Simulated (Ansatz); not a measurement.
Reaction (formal exchange of groups at a C–C bond): `CCC[O][AlH2]` + `[F][InH][F]` → `C[CH2][In]([F])[F]` + `C[O][AlH2]`

Computed with Ansatz on PBE0-D4/def2-TZVP structures; ΔE is electronic, products minus reactants. CCSD(T)/CBS adds triple-zeta CCSD(T) − MP2 to the extrapolated MP2 energy (def2 sets, frozen cores). DFT in def2-TZVPP. def2 core potentials past Kr. For In outer-core shells are correlated without core-valence functions, which leaves a few kJ/mol of doubt a bond. One conformer a species, not always the lowest.

```json
{"level": "PBE-D4", "ΔE (kcal/mol)": "-3.2"}
{"level": "LC-ωPBE", "ΔE (kcal/mol)": "-1.1"}
```

**Question.** What does CCSD(T)/CBS give? (Estimate.)

**Answer.** The calculation gave: -3.3 kcal/mol. The listed levels differ from it by 0.1, 2.2 kcal/mol.

**Question.** What do rigid-rotor, harmonic-oscillator terms from PBE0-D4/def2-TZVP frequencies (298.15 K, 1 bar) make of the CCSD(T)/CBS value? (Estimate.)

**Answer.** The calculation gave: ΔZPE = +1.1 kcal/mol, ΔH = -1.6 kcal/mol, ΔS = 29 J/(mol·K), ΔG = -3.6 kcal/mol. Modes under 50 cm⁻¹ make the entropy rough.

Largest T1 diagnostic among the species: 0.017.

Leaving LDA and LC-ωPBE aside and taking each functional with its dispersion term where it has one, the values, not all of them listed here, spread over 4.4 kcal/mol, from BLYP-D4 to B97M-V. LDA lies +3.4 kcal/mol from PBE without D4. In def2-TZVPP, CCSD(T) changes the Hartree–Fock value by −2.6 kcal/mol (the triples alone add −0.3 kcal/mol) and MP2 by −4.1 kcal/mol. At CCSD(T), def2-SVP lies +3.7 kcal/mol from the extrapolated value and def2-TZVPP +0.9 kcal/mol.

CCSD(T)/CBS has its own doubt, a few kJ/mol and more with outer-core shells, so smaller differences from it don't rank the levels.
